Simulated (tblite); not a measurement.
Compound: C₈H₁₃P.
Z-matrix (Å and degrees, GFN2-xTB geometry), rows numbered from 1:
```
C 
C   1  1.5300
C   2  1.4981  1  110.55
C   3  1.4473  2  120.90  1    80.95
C   4  1.3428  3  114.92  2   179.66
P   5  1.8059  4  110.82  3     6.22
C   6  1.8591  5  100.62  4  -107.51
C   3  1.3518  2  125.78  1   -98.75
C   8  1.4944  3  126.93  2    -0.09
H   1  1.0878  2  110.60  3  -179.16
H   1  1.0877  2  110.36  3   -58.92
H   1  1.0879  2  110.31  3    60.60
H   2  1.0932  1  109.16  3   120.37
H   2  1.0914  1  109.50  3  -121.39
H   4  1.0802  3  120.81  2     1.47
H   5  1.0771  4  125.55  3   179.04
H   7  1.0877  6  110.50  5    41.22
H   7  1.0879  6  108.60  5   162.05
H   7  1.0879  6  108.59  5   -79.55
H   9  1.0911  8  110.54  3   -67.90
H   9  1.0883  8  110.28  3   172.29
H   9  1.0900  8  111.29  3    51.93
```

Computed with GFN2-xTB (tblite): harmonic, unscaled wavenumbers at the GFN2-xTB geometry, gas phase. Errors from tens to a few hundred cm⁻¹ against measured bands are possible. One conformer, not necessarily the lowest.

Harmonic wavenumbers (cm⁻¹): 49.4, 75.2, 78.8, 132.7, 159.8, 176.0, 192.2, 241.1, 263.7, 335.7, 385.5, 424.8, 477.7, 562.9, 627.9, 660.2, 726.7, 754.1, 783.0, 823.2, 863.2, 870.8, 876.5, 887.8, 1010.2, 1016.4, 1028.8, 1078.0, 1079.1, 1119.4, 1180.3, 1212.0, 1245.7, 1295.4, 1313.3, 1342.3, 1398.9, 1409.6, 1437.1, 1443.2, 1477.9, 1480.9, 1494.4, 1499.1, 1505.7, 1529.5, 1627.8, 2961.5, 2981.7, 2987.4, 2999.5, 3006.7, 3015.3, 3017.6, 3025.1, 3028.6, 3032.8, 3038.8, 3068.0, 3096.9.

A = 2403, B = 1014, C = 811.3 MHz; mass 140.075 u (most abundant isotopes); point group C1, symmetry number 1.

Task: What is the zero-point energy?

Result: ½Σν̃ = 40457 cm⁻¹ = 115.67 kcal/mol.

Task: What is S at 400 K and 1 bar for an ideal gas of classical rigid rotors and harmonic oscillators?

Result: Translation 42.21, rotation 30.35, vibration 45.48: S = 118.0 cal/(mol K).

Task: And Cp and H(400 K) − H(0)?

Result: Cp = 53.87 cal/(mol K), of which vibrations give 45.92 (their classical limit is 60 R = 119.2); H(400 K) − H(0) = 12.57 kcal/mol without the zero-point energy, 9.39 from vibrations.

Task: Which modes carry the vibrational entropy at 400 K?

Result: 49.4 cm⁻¹: 5.42; 75.2 cm⁻¹: 4.59; 78.8 cm⁻¹: 4.50; 132.7 cm⁻¹: 3.48; 159.8 cm⁻¹: 3.11; 176.0 cm⁻¹: 2.93 cal/(mol K); the other 54 give 21.44 together.

Task: Blend soft modes into free rotors: weight 1/[1 + (100 cm⁻¹/ν̃)⁴] for the oscillator and the rest for a rotor with moment μB/(μ + B), μ = h/(8π²ν), B = 10⁻⁴⁴ kg m². What vibrational entropy results?

Result: 42.05 cal/(mol K) in place of 45.48, which changes −T·S at 400 K by +1.37 kcal/mol.

Hindered rotation and anharmonicity are outside this model. Other conformers, if any are populated, would add a mixing term that is left out. The structure is chiral; the term R ln 2 for an equal mix with its mirror image is left out.
